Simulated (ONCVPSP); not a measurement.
## silver (Ag): one change to an ONCV potential, before and after

| Item | Value |
| --- | --- |
| Element | Ag |
| Generator | ONCVPSP 4.0.1 |
| Type | optimised norm-conserving Vanderbilt (ONCV) |
| Functional | PBE |
| Relativity | fully relativistic |
| Frozen core | [Ar] 3d10 |
| Valence charge | 19 |
| Reference configuration | 4s2 4p6 4d8 (charge +3) |
| Partial waves | 4s: rc 1.30 bohr, ncon 3, nbas 6, qcut 11.1 1/bohr, 2 projectors, debl 3.5 Ha; 4p: rc 1.10 bohr, ncon 3, nbas 7, qcut 8.9 1/bohr, 1 projector; 4d: rc 1.15 bohr, ncon 4, nbas 7, qcut 8.4 1/bohr, 2 projectors, debl 2.9 Ha |
| Local potential | polynomial inside 1.05 bohr (lpopt 4, dvloc0 0 Ha) |
| Core correction | none |

Open shells are filled in proportion to 2j + 1.

In the s channel the program set the typed energies aside and used -4.911, 0.250 Ha.

Change: reference 4s2 4p6 4d10 5p1; wave 4p: rc 1.10 bohr, ncon 3, nbas 7, qcut 8.9 1/bohr, 1 projector becomes 4p+5p: rc 1.10 bohr, ncon 3, nbas 7, qcut 8.9 1/bohr, 2 projectors. In the s channel the program set the typed energies aside and used -3.565, 0.250 Ha.

Cutoffs: the cutoffs (Ha) at which the residual kinetic energy of the hardest occupied pseudo-wave falls to 1 and 0.1 mHa per electron; they do not see the model core or the augmentation charge, which bear on the density cutoff. Errors are all-electron minus pseudo energies relative to the spin-unpolarised reference configuration.

What does the change do?

The potential gets neither clearly harder nor softer (40 Ha and 117 Ha → 40 Ha and 115 Ha); the range in which the p3/2 phases agree widens (upper end 2.5 → at the end of the scan); the range in which the p1/2 phases agree widens (upper end 2.3 → at the end of the scan); neither file shows a bound ghost.

```tsv
quantity	base	changed
cutoff, loose	40 Ha	40 Ha
cutoff, tight	117 Ha	115 Ha
loose cutoff by channel	s 40 Ha, p 35 Ha, d 35 Ha	s 40 Ha, p 35 Ha, d 34 Ha
bound ghosts	none	none
GHOST(+) flags under 300 eV	none	none
largest error over its own tests, meV	+5.4	-17
s: phases at 1.32 bohr within 0.05 rad from the reference energy up to (Ha; the scan ends near 5)	to the end of the scan	to the end of the scan
p3/2: phases at 1.12 bohr within 0.05 rad from the reference energy up to (Ha; the scan ends near 5)	2.5	to the end of the scan
p1/2: phases at 1.12 bohr within 0.05 rad from the reference energy up to (Ha; the scan ends near 5)	2.3	to the end of the scan
d5/2: phases at 1.17 bohr within 0.05 rad from the reference energy up to (Ha; the scan ends near 5)	to the end of the scan	to the end of the scan
d3/2: phases at 1.17 bohr within 0.05 rad from the reference energy up to (Ha; the scan ends near 5)	to the end of the scan	to the end of the scan
```

Changed file: These tests converged, but a pseudo level misses the all-electron one widely, so the file describes the atom poorly there or has found another state: 4s2 4p6 4d10 5s1 5p0: empty 5p by 5.7 eV; 4s1 4p6 4d10 5s1 5p0: empty 5p by 7.2 eV.
